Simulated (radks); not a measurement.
Effect of the nuclear size on the thallium ion Tl+, [Hg]. All-electron calculation, Dirac Kohn-Sham, exchange-only LDA, spin-unpolarised, spherical densities, finite nucleus; Fermi nuclear charge, rms radius 5.4759 fm. Program: a radial shooting solver on a logarithmic mesh with Libxc functionals. The rms radius is varied about that value; shifts are against it.

| rms radius (fm) | total energy shift (eV) | density at nucleus (e/bohr^3) | 1s1/2 shift (meV) | 2s1/2 shift (meV) | 5s1/2 shift (meV) | 5p1/2 shift (meV) | 6s1/2 shift (meV) | 6p1/2 (empty) shift (meV) | 7s1/2 (empty) shift (meV) |
|---|---|---|---|---|---|---|---|---|---|
| 4.6271 | -34.1 | 2.698e+06 | -13600 | -2050 | -23.9 | 0.591 | -2.13 | 0.480 | -0.175 |
| 5.0652 | -16.9 | 2.597e+06 | -6750 | -1020 | -11.9 | 0.293 | -1.05 | 0.238 | -0.087 |
| 5.4759 | 0 | 2.512e+06 | 0.000 | 0.000 | 0.000 | 0.000 | 0.000 | 0.000 | 0.000 |
| 5.8045 | 14.1 | 2.451e+06 | 5620 | 845 | 9.87 | -0.242 | 0.878 | -0.198 | 0.072 |
| 6.7025 | 54.9 | 2.306e+06 | 21900 | 3300 | 38.5 | -0.939 | 3.42 | -0.772 | 0.282 |

Slopes of the eigenvalues against <r^2> in GHz/fm^2, as finite differences over the two radii next to the reference (eigenvalue slopes, not the field-shift constants of lines): 1s1/2 372000, 2s1/2 56000, 5s1/2 654, 5p1/2 -16.1, 6s1/2 58.1, 6p1/2 (empty) -13.1, 7s1/2 (empty) 4.79.
